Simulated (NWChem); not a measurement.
System meant: C2H4BF3; SMILES CB(F)C(F)F

The following NWChem deck was run.

```
start job
memory heap 200 mb stack 900 mb global 1100 mb
geometry units angstroms noautoz
  C      1.380460    -1.236784    -0.354394
  B     -0.058793    -0.804957     0.037217
  F     -1.025170    -1.685018     0.260510
  C     -0.459492     0.747006     0.167521
  F      0.420902     1.372402     0.996064
  F     -0.350165     1.313005    -1.069060
  H      1.530505    -2.324541    -0.368883
  H      1.612608    -0.824324    -1.351803
  H      2.107411    -0.768255     0.329495
  H     -1.479513     0.950311     0.541803
end
basis spherical
  C library def2-svp
  B library def2-svp
  F library def2-svp
  H library def2-svp
end
dft
  odft
  mult 2
  xc b3lyp
  iterations 150
  mulliken
end
task dft energy
```

End of the output:

```
 ==============================================================================
                                 internuclear angles
 ------------------------------------------------------------------------------
        center 1       |       center 2       |       center 3       |  degrees
 ------------------------------------------------------------------------------
    2 B                |   1 C                |   7 H                |   113.92
    2 B                |   1 C                |   8 H                |   108.59
    2 B                |   1 C                |   9 H                |   109.66
    7 H                |   1 C                |   8 H                |   109.23
    7 H                |   1 C                |   9 H                |   109.82
    8 H                |   1 C                |   9 H                |   105.25
    1 C                |   2 B                |   3 F                |   122.23
    1 C                |   2 B                |   4 C                |   121.32
    3 F                |   2 B                |   4 C                |   116.44
    2 B                |   4 C                |   5 F                |   109.36
    2 B                |   4 C                |   6 F                |   107.88
    2 B                |   4 C                |  10 H                |   115.78
    5 F                |   4 C                |   6 F                |   108.02
    5 F                |   4 C                |  10 H                |   107.83
    6 F                |   4 C                |  10 H                |   107.73
 ------------------------------------------------------------------------------
                            number of included internuclear angles:         15
 ==============================================================================

 Summary of "ao basis" -> "" (spherical)
 ------------------------------------------------------------------------------
       Tag                 Description            Shells   Functions and Types
 ---------------- ------------------------------  ------  ---------------------
 C                          def2-svp                 6       14   3s2p1d
 B                          def2-svp                 6       14   3s2p1d
 F                          def2-svp                 6       14   3s2p1d
 H                          def2-svp                 3        5   2s1p

                                 NWChem DFT Module
                                 -----------------

 Summary of "ao basis" -> "ao basis" (spherical)
 ------------------------------------------------------------------------------
       Tag                 Description            Shells   Functions and Types
 ---------------- ------------------------------  ------  ---------------------
 C                          def2-svp                 6       14   3s2p1d
 B                          def2-svp                 6       14   3s2p1d
 F                          def2-svp                 6       14   3s2p1d
 H                          def2-svp                 3        5   2s1p

  number of electrons :                   48
  multiplicity        :                    2
 ------------------------------------------------------------------------
  no. of electrons and multiplicity not compatible                  48
 ------------------------------------------------------------------------
 ------------------------------------------------------------------------
  current input line :
    28: task dft energy
 ------------------------------------------------------------------------
 ------------------------------------------------------------------------
 There is an error in the input file
 ------------------------------------------------------------------------
 For more information see the NWChem manual at https://nwchemgit.github.io

0: no. of electrons and multiplicity not compatible:Received an Error in Communication
```

Question: Find the fault in this run and fix the input.

Answer: The program refused the input. Cause: the multiplicity doesn't fit the number of electrons (an even count wants an odd multiplicity, and the reverse). This input runs:
```
start job
memory heap 200 mb stack 900 mb global 1100 mb
geometry units angstroms noautoz
  C      1.380460    -1.236784    -0.354394
  B     -0.058793    -0.804957     0.037217
  F     -1.025170    -1.685018     0.260510
  C     -0.459492     0.747006     0.167521
  F      0.420902     1.372402     0.996064
  F     -0.350165     1.313005    -1.069060
  H      1.530505    -2.324541    -0.368883
  H      1.612608    -0.824324    -1.351803
  H      2.107411    -0.768255     0.329495
  H     -1.479513     0.950311     0.541803
end
basis spherical
  * library def2-svp
end
dft
  xc b3lyp
  iterations 150
  mulliken
end
task dft energy
```
It converges to -402.75353 Ha (B3LYP/def2-SVP).
